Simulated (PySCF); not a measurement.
Compound: C₅H₉NO₂.
SMILES with atom numbers: `[H]/[N:1]=[CH:2]\[C@H:3]1[CH2:4][CH2:5][O:6][CH2:7][O:8]1` (hydrogens: H9 on N1; H10 on C2; H11 on C3; H12, H13 on C4; H14, H15 on C5; H16, H17 on C7)

Cartesian coordinates in Å at the PBE0-D3(BJ)/def2-SVP level; atoms count from 1:
```xyz
17
C5H9NO2 angstrom
N      2.9419    0.3969    0.5662
C      2.1209   -0.4180    0.0602
C      0.6717   -0.1421   -0.2395
C     -0.2725   -1.0910    0.4978
C     -1.7029   -0.6237    0.2755
O     -1.8289    0.7371    0.6118
C     -0.9474    1.5232   -0.1123
O      0.3874    1.1881    0.1155
H      2.4536    1.2874    0.7324
H      2.4593   -1.4392   -0.1913
H      0.5177   -0.2741   -1.3351
H     -0.1362   -2.1273    0.1506
H     -0.0379   -1.0537    1.5736
H     -2.4154   -1.1797    0.9009
H     -1.9900   -0.7796   -0.7862
H     -1.0815    2.5627    0.2140
H     -1.1663    1.4364   -1.2022
```

Linear response at B3LYP/def2-SVPD (PySCF, frozen core in the response, non-relativistic).

Static isotropic polarisability: 74.18 au (10.99 Å³), principal values 62.0, 75.4, 85.2 au.

Task: What is the polarisability at 1064 nm and at the sodium D line?

Result: 74.73 au at 1064 nm (+0.7 %), 76.02 au at 589.3 nm (+2.5 %). The rise at 589.3 nm is 3.36 times that at 1064 nm; a pure ω² law gives 3.26. The lowest singlet lies at 233 nm, shorter than both wavelengths.

Task: What is the isotropic C6 coefficient between two such molecules, C6 = (3/π)∫α(iω)² dω?

Result: 2480 au (Eh·bohr⁶) by a ten-point quadrature over imaginary frequencies, which is 1480 eV·Å⁶ or 143 J·nm⁶/mol.

Task: Which effective excitation energy ω̄ makes London's formula C6 = (3/4)α²ω̄ exact here?

Result: ω̄ = 4·C6/(3α²) = 0.601 Eh = 16.4 eV. A one-pole form α(ω) = α/(1 − ω²/ω̄²) fitted to the 1064 nm value gives 13.6 eV.

Task: What molar refraction at the D line follows from R = (4π/3)·N_A·α′, with α′ the polarisability volume?

Result: α′ = 11.27 Å³ gives R = 28.42 cm³/mol, for isolated, non-vibrating species.

Task: How anisotropic is the static polarisability, by Δα² = ½[(α1 − α2)² + (α2 − α3)² + (α3 − α1)²]?

Result: Δα = 20.2 au, or 0.27 of the isotropic value.

Task: What n − 1 at the D line would an ideal gas of it have at 273.15 K and 1 atm (2.6868 × 10¹⁹ cm⁻³), by n − 1 = 2π·N·α′?

Result: 19.02 × 10⁻⁴, a formal value whether or not that pressure can be reached.

Task: What three-body coefficient follows from the one-pole estimate C9 = (3/4)·α·C6?

Result: 138000 au. This is an estimate from the two numbers above, not a computed integral.

Task: The lowest 6 singlets have (eV, f): 5.33, 0.003; 6.62, 0.048; 6.78, 0.005; 6.96, 0.022; 7.37, 0.001; 7.47, 0.017. What share of the static polarisability do they carry in the sum over states α = Σ f/ω²?

Result: 1.55 au, 2.1 % of α; the largest term, 0.82 au, is that of the state at 6.62 eV. Their oscillator strengths add up to 0.10. Higher states carry the rest.

Task: How many electrons N does the Slater–Kirkwood formula C6 = (3/4)·√N·α^(3/2) need to give this C6?

Result: N = (4·C6/3)²/α³ = 26.8; the species has 62 electrons in all.

The run took 43 s on one thread of an Intel Xeon 6975P-C, shared host with 64 logical CPUs at a one-minute load of 33, and the process peaked at 0.99 GiB of memory. This is the whole response run at B3LYP/def2-SVPD, SCF included.

One conformer stands for the species.
